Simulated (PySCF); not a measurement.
# BiS₂⁻: from structure and modes to constants

These are results of PBE0 in PySCF with Bi def2-TZVPD with ECP60, S def2-TZVPD; scalar-relativistic core potentials, no spin–orbit coupling; density-fitted integrals, not measurements.

The singlet minimum has C2v symmetry. Masses (u): Bi 208.98038, S 31.97207.

```xyz
3
charge -1 multiplicity 1, angstrom
Bi    0.0000    0.0000   -0.3127
S     1.9625    0.0000    1.0221
S    -1.9625    0.0000    1.0221
```

Harmonic wavenumbers (cm⁻¹): 133.1 (a1, ×1), 381.2 (b2, ×1), 398.0 (a1, ×1).

(1) What is the harmonic zero-point energy?

(2) Find the vibrational entropy and heat capacity at 298.15 K.

Answers

(1) Half the sum of all 3 wavenumbers, 912/2 = 456 cm⁻¹, which is 5.5 kJ/mol (1 cm⁻¹ = 0.0119627 kJ/mol).

(2) With u = 1.43878 ω/T, each mode gives S = R[u/(eᵘ−1) − ln(1−e⁻ᵘ)] and C = R u² eᵘ/(eᵘ−1)².
```tsv
ω (cm⁻¹)	u	S (J/(mol K))	C (J/(mol K))
133.1	0.642	12.14	8.03
381.2	1.840	4.33	6.32
398.0	1.921	4.06	6.17
```
The sums over all modes are S = 20.5 and C = 20.5 J/(mol K); the softest mode gives 59 % of the entropy.

Other isomers or separated fragments may lie lower. The lowest empty level of this anion is unbound, so it and the gap depend on the basis. Spin–orbit coupling, left out here, can matter for elements this heavy.
